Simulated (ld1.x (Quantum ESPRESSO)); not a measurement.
## Cr, PAW: configuration errors across variants

Cr (Z = 24), PAW, made with ld1.x (Quantum ESPRESSO) 7.5 (PBEsol, scalar-relativistic). Core [Ar], reference 3d5 4s0.5 4p0.5. Waves: 4s (bound): rcut 1.95, rcutus 2.70 bohr; 4s channel at 3.75 Ry: rcut 1.95, rcutus 2.70 bohr; 4p (bound): rcut 2.35, rcutus 3.30 bohr; 4p channel at 1.5 Ry: rcut 2.35, rcutus 3.30 bohr; 3d (bound): rcut 1.75, rcutus 2.40 bohr; 3d channel at 2.1 Ry: rcut 1.75, rcutus 2.40 bohr. Local part: all-electron potential smoothed inside 2.45 bohr (lloc = -1). Core correction: a·sin(br)/r model core, default radius (ld1.x builds one for every PAW set, though the input has nlcc=.false.). Augmentation charge: BESSEL, radius 1.45 bohr.

All-electron excitation energies from the reference (eV): (1) 3d5 4s1 4p0 -1.551; (2) 3d5 4s0 4p0 5.322; (3) 3d4 4s0 4p0 21.336; (4) 3d4 4s2 4p0 -1.645; (5) 3d2 4s0 4p0 100.359; (6) 3d3 4s0 4p0 52.041; (7) 3d4 4s1 4p1 1.985.

1 further variants failed, have other tests or too few solved ones, and are left out.

Errors AE − PS in meV (a dash: test not solved or not reliable):

| change | (1) | (2) | (3) | (4) | (5) | (6) | (7) | bound ghosts |
| --- | --- | --- | --- | --- | --- | --- | --- | --- |
| base | -0.7 | -5.6 | -96 | -83 | -3555 | -942 | -82 | none |
| waves 4p (bound): rcut 2.35, rcutus 2.60 bohr; 4p channel at 1.5 Ry: rcut 2.35, rcutus 2.60 bohr | -1.0 | -3.8 | -93 | -85 | -3549 | -939 | -86 | none |
| waves 4p (bound): rcut 2.35, rcutus 3.00 bohr; 4p channel at 1.5 Ry: rcut 2.35, rcutus 3.00 bohr | -0.7 | -5.2 | -95 | -84 | -3554 | -942 | -84 | none |
| waves 4p (bound): rcut 2.35, rcutus 3.24 bohr; 4p channel at 1.5 Ry: rcut 2.35, rcutus 3.24 bohr | -0.7 | -5.6 | -96 | -83 | -3555 | -942 | -83 | none |
| waves 4p (bound): rcut 2.35, rcutus 3.72 bohr; 4p channel at 1.5 Ry: rcut 2.35, rcutus 3.72 bohr | -0.8 | -5.5 | -96 | -84 | -3555 | -943 | -81 | none |
| waves 4p (bound): rcut 2.35, rcutus 4.48 bohr; 4p channel at 1.5 Ry: rcut 2.35, rcutus 4.48 bohr | -1.0 | -4.9 | -95 | -83 | -3556 | -942 | -82 | none |
| waves 4p (bound): rcut 2.35, rcutus 4.98 bohr; 4p channel at 1.5 Ry: rcut 2.35, rcutus 4.98 bohr | -1.0 | -5.0 | -94 | -82 | -3555 | -941 | -82 | none |

(1) Give the same row for: waves 4p (bound): rcut 2.35, rcutus 4.14 bohr; 4p channel at 1.5 Ry: rcut 2.35, rcutus 4.14 bohr.

Answers

(1) -0.9, -5.2, -95, -84, -3556, -943, -81; bound ghosts: none.
